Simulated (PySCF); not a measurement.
C₂H₅S, SMILES CS[CH2], multiplicity 2.

The structure is a stationary point at PBE-D3(BJ)/def2-TZVP. The isomer is the one that the SMILES or the coordinates give; other isomers of the formula were not compared.

Calculation: PySCF with ωB97X/def2-TZVPD.

Gas-phase values at a fixed geometry.

Question: Estimate the frontier levels, dipole moment and polarisability. (The exact figures need the calculation; the answer reports its results.)

Answer: 
| Item | Result |
|---|---|
| α spin, highest occupied and lowest empty level | -7.27 and 1.87 eV |
| β spin, highest occupied and lowest empty level | -9.92 and 0.73 eV |
| dipole moment | 1.46 D |
| quadrupole, principal values (traceless, Buckingham form, about the centre of nuclear charge) | -3.76, -0.49, 4.25 D·Å |
| mean static polarisability | 49.3 bohr³ (7.30 Å³) |
| polarisability, principal values | 40.0, 47.5, 60.3 bohr³ |
| ⟨S²⟩ | 0.758 (pure state 0.75) |
